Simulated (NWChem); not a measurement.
A series in which one site is exchanged, each optimised at PBE0/def2-SVP with NWChem, gas phase unless a solvent is named. For some, no frequency run checked for a minimum. def2 effective core potentials on I, Au; no spin-orbit coupling.

A: [NH3]->[Au][F] (AuNH$_{3}$F; site = F)
B: [AuH]<-[NH3] (AuNH₄; site = H)
C: [NH3]->[Au][I] (AuNH3I; site = I)
D: [NH3]->[Au][Cl] (AuNH3Cl; site = Cl)

```json
[
 {"quantity": "orbital gap (eV), PBE0/def2-SVP", "A": "6.75", "B": "6.53", "C": "(withheld)", "D": "6.15"},
 {"quantity": "static polarisability, PBE/def2-SVPD (bohr³)", "A": "45.6", "B": "51.3", "C": "(withheld)", "D": "61.3"},
 {"quantity": "lowest singlet excitation, PBE/def2-SVPD, TDA (eV)", "A": "4.28", "B": "4.61", "C": "(withheld)", "D": "3.97"}
]
```

**Question.** Some entries are withheld; supply them.

**Answer.** 
- orbital gap (eV), PBE0/def2-SVP, C: 5.30
- static polarisability, PBE/def2-SVPD (bohr³), C: 87.0
- lowest singlet excitation, PBE/def2-SVPD, TDA (eV), C: 3.38
